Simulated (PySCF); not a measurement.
# Atomic charges by several schemes

Species: C4H8OSi.
Geometry (PBE0-D3(BJ)/def2-SVP, Å), atoms numbered from 1 in this order:
```xyz
14
C4H8OSi angstrom
C      2.2504    1.0481   -0.1566
C      1.7072   -0.1431    0.1149
C      0.2756   -0.4314    0.0193
C     -0.2333   -1.6459    0.2994
O     -0.4714    0.6281   -0.3716
Si    -2.1333    0.6645   -0.6152
H      1.6230    1.8849   -0.4723
H      3.3265    1.2130   -0.0698
H      2.3341   -0.9818    0.4314
H     -1.3007   -1.8685    0.2313
H      0.4307   -2.4530    0.6085
H     -2.8553    0.3490    0.6526
H     -2.4270    2.0533   -1.0540
H     -2.5278   -0.3182   -1.6672
```

Density: PBE0/pcSseg-1 (PySCF); schemes: Mulliken, IAO, Hirshfeld and ESP-fitted. One conformer (not necessarily the lowest) at the PBE0-D3(BJ)/def2-SVP geometry, without solvent, vibrations or thermal averaging.

Q: For which atoms does the sign change between the 4 schemes (beyond +0.03 e in one, beyond −0.03 e in another)?

A: For none.

Q: Which atoms carry the highest charge in the Mulliken, IAO, Hirshfeld and ESP-fitted schemes?

A: All schemes agree: Mulliken Si6 (+0.657); IAO Si6 (+0.830); Hirshfeld Si6 (+0.392); ESP-fitted Si6 (+0.503).

Q: Tabulate the Mulliken, IAO, Hirshfeld and ESP-fitted charges.

A: In e:

```json
{"atom": "C1", "environment": "terminal =CH2 carbon", "Mulliken": "-0.123", "IAO": "-0.296", "Hirshfeld": "-0.095", "ESP-fitted": "-0.337"}
{"atom": "C2", "environment": "alkene CH carbon", "Mulliken": "-0.246", "IAO": "-0.153", "Hirshfeld": "-0.058", "ESP-fitted": "-0.261"}
{"atom": "C3", "environment": "vinylic carbon bearing oxygen", "Mulliken": "+0.198", "IAO": "+0.216", "Hirshfeld": "+0.075", "ESP-fitted": "+0.411"}
{"atom": "C4", "environment": "terminal =CH2 carbon", "Mulliken": "-0.214", "IAO": "-0.404", "Hirshfeld": "-0.142", "ESP-fitted": "-0.707"}
{"atom": "O5", "environment": "silyl ether oxygen", "Mulliken": "-0.634", "IAO": "-0.579", "Hirshfeld": "-0.186", "ESP-fitted": "-0.310"}
{"atom": "Si6", "environment": "oxygen-bound silicon", "Mulliken": "+0.657", "IAO": "+0.830", "Hirshfeld": "+0.392", "ESP-fitted": "+0.503"}
{"atom": "H7", "environment": "vinylic hydrogen", "Mulliken": "+0.134", "IAO": "+0.159", "Hirshfeld": "+0.042", "ESP-fitted": "+0.157"}
{"atom": "H8", "environment": "vinylic hydrogen", "Mulliken": "+0.124", "IAO": "+0.153", "Hirshfeld": "+0.050", "ESP-fitted": "+0.173"}
{"atom": "H9", "environment": "vinylic hydrogen", "Mulliken": "+0.110", "IAO": "+0.149", "Hirshfeld": "+0.050", "ESP-fitted": "+0.176"}
{"atom": "H10", "environment": "vinylic hydrogen", "Mulliken": "+0.138", "IAO": "+0.146", "Hirshfeld": "+0.040", "ESP-fitted": "+0.236"}
{"atom": "H11", "environment": "vinylic hydrogen", "Mulliken": "+0.128", "IAO": "+0.157", "Hirshfeld": "+0.047", "ESP-fitted": "+0.234"}
{"atom": "H12", "environment": "Si–H hydrogen", "Mulliken": "-0.091", "IAO": "-0.134", "Hirshfeld": "-0.074", "ESP-fitted": "-0.097"}
{"atom": "H13", "environment": "Si–H hydrogen", "Mulliken": "-0.089", "IAO": "-0.112", "Hirshfeld": "-0.067", "ESP-fitted": "-0.083"}
{"atom": "H14", "environment": "Si–H hydrogen", "Mulliken": "-0.091", "IAO": "-0.133", "Hirshfeld": "-0.074", "ESP-fitted": "-0.096"}
```

Mean size of the charges over all atoms: ESP-fitted 0.270 e, IAO 0.259 e, Mulliken 0.213 e, Hirshfeld 0.099 e. Each set sums to the total charge, 0, to within 0.001 e. The Hirshfeld scheme divides the density at each point in proportion to the densities of the neutral, spherically averaged free atoms. The Mulliken scheme counts on each atom the diagonal of the density matrix times the overlap matrix over that atom's basis functions.

Q: Sum the charges by element, for elements with more than one atom.

A: 
```csv
element,atoms,Mulliken,IAO,Hirshfeld,ESP-fitted
C,4,-0.385,-0.638,-0.219,-0.894
H,8,+0.362,+0.386,+0.013,+0.701
```

Q: How closely do the schemes follow one another over all atoms?

A: Correlation coefficient and root-mean-square difference: IAO with Hirshfeld 0.98, 0.199 e; Mulliken with IAO 0.97, 0.091 e; Mulliken with Hirshfeld 0.94, 0.161 e; IAO with ESP-fitted 0.88, 0.156 e; Hirshfeld with ESP-fitted 0.83, 0.220 e; Mulliken with ESP-fitted 0.81, 0.187 e.
